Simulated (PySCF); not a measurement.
# CaBe: frontier orbitals

r²SCAN at R = 3.372 Å; PySCF, no relativity, basis sets Ca def2-SVP, Be def2-SVP. State: ¹Σ⁺ (singlet), closed shell. Only the outer orbitals are listed, counted within each symmetry.

| orbital | occ. | ε (eV) | on Ca (%) | main shells (%) |
| --- | --- | --- | --- | --- |
| 5σ | 2 | -48.65 | 100 | 100 Ca s |
| 2π | 2 | -29.17 | 100 | 100 Ca p |
| 2π | 2 | -29.17 | 100 | 100 Ca p |
| 6σ | 2 | -29.10 | 100 | 100 Ca p |
| 7σ | 2 | -5.99 | 22 | 76 Be s, 14 Ca s |
| 8σ | 2 | -3.65 | 77 | 76 Ca s, 13 Be s, 10 Be p |
| 9σ | 0 | -2.26 | 45 | 52 Be p, 20 Ca d, 14 Ca p |
| 3π | 0 | -2.20 | 37 | 64 Be p, 26 Ca d, 10 Ca p |
| 3π | 0 | -2.20 | 37 | 64 Be p, 26 Ca d, 10 Ca p |

Which are the highest filled and the lowest empty level, where do they sit, and how wide is the gap?

Highest filled 8σ at -3.65 eV (in %: 76 Ca s, 13 Be s, 10 Be p); lowest empty 9σ at -2.26 eV (in %: 52 Be p, 20 Ca d, 14 Ca p); the gap at r²SCAN is 1.39 eV.

```
bond order (Mayer)                               : 0.67
⟨S²⟩                                             : 0.000
charge on Ca (Mulliken, basis-dependent)         : 0.03
charge on Ca (Löwdin, basis-dependent)           : 0.11
dipole moment (positive dipole means Ca(−)Be(+)) : -1.12 D
```

Closed-shell solutions of metal pairs were not tested for spin polarisation, which can lower them a little.
